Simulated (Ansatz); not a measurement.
Input for Ansatz (a quantum-chemistry and plane-wave program): R-MP2/aug-cc-pVTZ on H2Se (SMILES [SeH2]) with ghost functions, monomers drawn apart or pushed together. The run froze 14 orbitals, filled d shells among them.

Ansatz 0.2 input:
```yaml
crystal:
  periodic: [false, false, false]
  atoms:
    - {symbol: Se, position_ang: [0.90243976, 1.06179169, 4.44117262]}
    - {symbol: H, position_ang: [0.46214243, -0.33779697, 4.42191664]}
    - {symbol: H, position_ang: [0.25608781, 1.29724149, 5.74303418]}
basis:
  gaussian:
    orbitals: aug-cc-pVTZ
    ghost_atoms:
      - {symbol: C, position_ang: [0.35369503, 0.06697859, -0.32921508]}
      - {symbol: O, position_ang: [1.08376514, -0.66806895, 0.27787216]}
      - {symbol: H, position_ang: [0.20414094, -0.03381530, -1.42102299]}
      - {symbol: H, position_ang: [-0.20388032, 0.87851390, 0.17369570]}
magnetization: {spin_polarized: false}
correlation: {method: mp2, electrons: outside_noble_gas}
scf: {lower_state_search: off}
```

### Question
Predict the final total energy.

### Answer
-2401.2216 hartree.

### Question
How many basis functions does it have, and what does it roughly cost on one machine?

### Answer
243 functions; roughly 8 core-seconds.
